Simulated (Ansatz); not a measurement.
Mulliken charges of `F[SiH]([AlH2])S` from PBE/def2-TZVPP in Ansatz (PBE0-D4/def2-TZVP geometry).

| atom | x (Å) | y (Å) | z (Å) | charge (e) |
| --- | --- | --- | --- | --- |
| F1 | -1.276 | -1.956 | 0.580 | -0.264 |
| Si2 | -0.492 | -0.601 | 0.931 | 0.362 |
| Al3 | -0.173 | 1.296 | -0.498 | 0.239 |
| S4 | 1.450 | -0.634 | -0.274 | -0.191 |
| H5 | 0.027 | -0.761 | 2.316 | -0.059 |
| H6 | -0.741 | 1.211 | -1.973 | -0.120 |
| H7 | 0.456 | 2.565 | 0.207 | -0.122 |
| H8 | 0.840 | -1.177 | -1.345 | 0.154 |

By hand: the dipole of these point charges (1 e Å = 4.8032 D).

Σ q r = (0.002, 0.135, -0.015) e Å, of length 0.136 e Å = 0.65 D.

How does the dipole of the full density compare? (Best estimate.)

Ansatz gave: (0.058, -0.052, 0.014) e Å, 0.38 D; the point charges give 1.71 times that, at 131° from its direction, so they point the opposite way.

Point charges leave out the atoms' own dipoles, such as those of lone pairs, and Mulliken's split depends on the basis, so the two needn't agree.
